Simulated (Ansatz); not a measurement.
Consider the cleavage of the Si–Ge bond: `[OH][Ge]([OH])([SiH3])[GeH3]` + `CO[SiH](O)Br` → `CO[SiH](Br)O[SiH3]` + `[OH][GeH]([OH])[GeH3]`.

Isolated molecules relaxed with PBE0-D4/def2-TZVP in Ansatz; ΔE leaves out vibrations. CCSD(T)/CBS adds triple-zeta CCSD(T) − MP2 to the extrapolated MP2 energy (def2 sets, frozen cores). For Br, Ge outer-core shells are correlated without core-valence functions, which leaves a few kJ/mol of doubt a bond. Scalar relativity is left out up to krypton. Each species was taken in one conformer, which may not be the lowest.

`[OH][Ge]([OH])([SiH3])[GeH3]`:

Cartesian coordinates in Å:
```
O 0.226 1.251 -1.686
Ge 0.302 0.011 -0.398
O 1.266 -1.386 -0.968
Si 1.597 0.996 1.343
Ge -1.969 -0.755 0.078
H -0.379 1.029 -2.398
H 0.797 -1.949 -1.588
H 1.745 0.010 2.444
H 2.931 1.383 0.822
H 0.880 2.193 1.852
H -1.963 -1.842 1.165
H -2.855 0.413 0.539
H -2.579 -1.353 -1.205
```

`CO[SiH](O)Br`:

Cartesian coordinates in Å:
```
C 1.556 -0.538 0.119
O 0.448 -0.013 -0.581
Si -0.913 0.587 0.067
O -1.980 0.897 -1.114
Br -1.717 -0.915 1.504
H 2.034 0.230 0.735
H 1.257 -1.371 0.761
H 2.278 -0.896 -0.616
H -0.703 1.844 0.804
H -2.260 0.175 -1.679
```

`CO[SiH](Br)O[SiH3]`:

```xyz
13

C    -1.271   -1.931    1.026
O    -0.815   -0.930    0.140
Si    0.732   -0.533   -0.132
Br    1.713   -0.045    1.806
O     0.760    0.751   -1.101
Si    0.463    2.369   -1.168
H    -2.359   -1.960    0.966
H    -0.977   -1.707    2.055
H    -0.878   -2.915    0.751
H     1.497   -1.634   -0.745
H    -0.546    2.751   -0.149
H     1.726    3.106   -0.924
H    -0.046    2.676   -2.526
```

`[OH][GeH]([OH])[GeH3]`:

```xyz
10

O     1.036   -1.252   -1.173
Ge    0.045   -0.681    0.198
O    -1.632   -1.177   -0.121
Ge   -0.006    1.736    0.234
H     1.701   -1.889   -0.905
H     0.580   -1.397    1.465
H    -1.693   -2.085   -0.427
H    -0.989    2.222    1.308
H     1.398    2.267    0.563
H    -0.441    2.255   -1.142
```

| species | CCSD(T)/CBS(def2) energy (Eh) |
| --- | --- |
| `[OH][Ge]([OH])([SiH3])[GeH3]` | -4596.51779 |
| `CO[SiH](O)Br` | -3053.94794 |
| `CO[SiH](Br)O[SiH3]` | -3344.26761 |
| `[OH][GeH]([OH])[GeH3]` | -4306.23145 |

Q: Work out ΔE.

A: ΔE = (-3344.26761) + (-4306.23145) − (-4596.51779) − (-3053.94794) = -0.03333 Eh = -87.5 kJ/mol.

Largest T1 diagnostic among the species: 0.013.

In def2-TZVPP, CCSD(T) changes the Hartree–Fock value by +30.8 kJ/mol (the triples alone add +4.7 kJ/mol) and MP2 by +26.7 kJ/mol. From PBE to PBE0 (25 % exact exchange), in def2-TZVPP and without D4, ΔE moves by −11.0 kJ/mol.
